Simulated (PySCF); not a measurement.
## Gas-phase XPS of `CC#[C][GaH2]`, computed

Species: C₃H₅Ga.
Numbering: `[CH3:1][C:2]#[C:3][GaH2:4]`

Cartesian coordinates in Å at the PBE0-D3(BJ)/def2-SVP level; atoms count from 1:
```xyz
9
C3H5Ga angstrom
C     -1.006   -1.715   -0.355
C     -0.282   -0.483   -0.102
C      0.330    0.554    0.112
Ga     1.292    2.168    0.441
H     -0.319   -2.564   -0.498
H     -1.676   -1.957    0.485
H     -1.627   -1.626   -1.260
H      2.856    2.111    0.497
H      0.489    3.495    0.646
```

Computed, not measured: delta-SCF UKS SCAN, pcX-2 on the ionised atom, pcseg-1 elsewhere, spin-free X2C in PySCF 2.14.0. These are vertical core ionisation energies against the vacuum level, from separate self-consistent calculations with and without the core hole.

**Question.** List the computed XPS lines with their assignment.

**Answer.** 
```csv
atom(s),bonded to,level,binding energy (eV),above the level's lowest (eV),count
C1,C and 3 H,C 1s,291.65,+2.24,1
C2,C (triple bond) and C,C 1s,290.25,+0.84,1
C3,C (triple bond) and Ga,C 1s,289.41,0.00,1
```

Lowest listed C 1s: C3, bonded to C (triple bond) and Ga. Highest, 2.24 eV above it: C1, bonded to C and 3 H.

**Question.** Which photon energy gives electrons from C 1s of C1 a kinetic energy of 150 eV, and what is their de Broglie wavelength?

**Answer.** hν = 291.65 + 150 = 441.65 eV, recoil neglected; λ = 12.264 Å/√(E/eV) = 1.00 Å.

**Question.** Give the binding energy of C 1s of C1 in hartree and in kJ/mol.

**Answer.** 291.65 eV = 10.7179 Eh = 28140 kJ/mol.

The unrestricted hole states depart most from a pure doublet (⟨S²⟩ = 0.75; over 0.85 named) for C 1s of C2 (0.87), which makes this value less certain. No level of gallium is listed. Isolated species at its PBE0-D3(BJ)/def2-SVP geometry, gas phase.
